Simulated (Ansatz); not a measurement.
A search over several starts for the lowest SCF solution of the cluster SiTe₂ at the given spin, in a small basis.

```yaml
crystal:
  periodic: [false, false, false]
  atoms:
    - {symbol: Si, position_ang: [-0.509022, 1.246558, 0.278123]}
    - {symbol: Te, position_ang: [0.621909, -0.772256, 1.201054]}
    - {symbol: Te, position_ang: [-0.112886, -0.474303, -1.479177]}
basis:
  gaussian: {orbitals: def2-SVP, initial_orbitals: start.molden}
hamiltonian: {xc: pbe0, dispersion: d4}
output: {orbitals: {seedname: orbitals}}
```

The file start.molden holds the orbitals of an earlier run on this structure, at another level or in another basis.

```sh
$ ansatz run in.yaml --threads 4 --pin off --events-out ev --progress --plain --max-ram 3916MiB
```

Shortened log:

```
Functional definition: PBE0
832 factors; integrals over basis functions are off by at most 3.7e-4 eV
mean field evaluation 1: about -22459.3453 eV, gradient 3.6e1 eV
mean field evaluation 2: about -22459.5266 eV, gradient 3.5e-1 eV
mean field evaluation 4: about -22459.5568 eV, gradient 1.2e-3 eV
mean field evaluation 8: about -22459.3682 eV, gradient 6.0e0 eV
mean field evaluation 16: about -22459.5568 eV, gradient 2.6e-3 eV
mean field -22459.55683102 eV, -825.3734899057 hartree, gradient 5.5e-5 eV, S^2 0.000000; 1 other end points of the search recorded, 0 dependent functions left out
reference -22459.55685080 eV, -825.3734906323 hartree; 31, 31 occupied and 39, 39 virtual orbitals, 832 factors
Total energy: -22459.69765286 eV, -825.3786650127 hartree
```

It took 0.5 s on 4 threads of AMD EPYC 9R45 on a shared host.

In the def2 sets Te takes a core potential; there is no spin–orbit coupling. The structure comes from a short search, and lower isomers may exist.
